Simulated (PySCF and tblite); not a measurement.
The numbers below are computed, except where a source is named.
C7H10O, numbered as in [O:1]=[CH:2][C@@H:3]1[C@H:4]2[CH2:5][CH2:6][CH2:7][C@@H:8]12.

Search: ETKDG and KDG, MMFF94s, GFN2-xTB, 90 starts; geometries at GFN2-xTB. Weights use CAM-B3LYP-D3(BJ)/pcSseg-1 (IEF-PCM, dichloromethane) energies plus GFN2-xTB zero-point and thermal terms (modes under about 100 cm⁻¹ blended into free rotors). Symmetry numbers and mirror images are counted. Conformers within 3 kcal/mol (GFN2-xTB free energy) were kept, 7 at most. Couplings: B3LYP/6-31G* with pcJ-1 on H (gas phase; spin-dipole term only for pairs with B, N, F, Si or P). Couplings are for ¹H. H–H couplings come out 0.1 to 0.9 Hz lower than with pcJ-1 on all atoms. Of two unlike H on one atom, a is the less shielded (CAM-B3LYP/pcSseg-1 (IEF-PCM, dichloromethane)). (PySCF 2.14, tblite 0.8.)

Torsions listed: O1–C2–C3–C4. The 5-ring runs over atoms 4–5–6–7–8.

| conformer | shape | weight % |
| --- | --- | --- |
| 1 | 5-ring envelope (ring torsions 26, -26, 16, 0, -16°); 33° | 62.0 |
| 2 | 5-ring envelope (ring torsions 26, -26, 16, 0, -16°); -147° | 37.5 |
| 3 | 5-ring envelope (ring torsions -25, 25, -15, 0, 15°); 33° | 0.4 |
| 4 | 5-ring envelope (ring torsions -25, 25, -15, 0, 16°); -146° | 0.2 |

Task: Give the couplings in each conformer and the averages at 298.15 K (pairs that fast motion interchanges averaged).

Result: 
```json
{"coupling": "³J(H2,H3)", "pairs": "1", "1": "2.5", "2": "6.4", "3": "2.2", "4": "6.5", "average (Hz)": "4.0"}
{"coupling": "³J(H3,H4)", "pairs": "2", "1": "2.3", "2": "2.4", "3": "2.3", "4": "2.5", "average (Hz)": "2.3"}
{"coupling": "³J(H4,H5a)", "pairs": "2", "1": "4.9", "2": "5.2", "3": "7.6", "4": "7.8", "average (Hz)": "5.0"}
{"coupling": "³J(H4,H5b)", "pairs": "2", "1": "0.2", "2": "0.2", "3": "1.4", "4": "1.5", "average (Hz)": "0.2"}
{"coupling": "³J(H4,H8)", "pairs": "1", "1": "6.9", "2": "7.0", "3": "8.0", "4": "8.2", "average (Hz)": "7.0"}
{"coupling": "²J(H5a,H5b)", "pairs": "2", "1": "-13.6", "2": "-13.5", "3": "-14.4", "4": "-14.3", "average (Hz)": "-13.6"}
{"coupling": "³J(H5a,H6b)", "pairs": "2", "1": "10.8", "2": "10.8", "3": "0.4", "4": "0.4", "average (Hz)": "10.7"}
{"coupling": "³J(H5a,H6a)", "pairs": "2", "1": "10.0", "2": "9.9", "3": "11.3", "4": "11.3", "average (Hz)": "10.0"}
{"coupling": "³J(H5b,H6b)", "pairs": "2", "1": "9.6", "2": "9.6", "3": "8.7", "4": "8.6", "average (Hz)": "9.6"}
{"coupling": "³J(H5b,H6a)", "pairs": "2", "1": "0.3", "2": "0.3", "3": "11.1", "4": "11.2", "average (Hz)": "0.4"}
{"coupling": "²J(H6b,H6a)", "pairs": "1", "1": "-14.3", "2": "-14.3", "3": "-13.3", "4": "-13.2", "average (Hz)": "-14.3"}
```
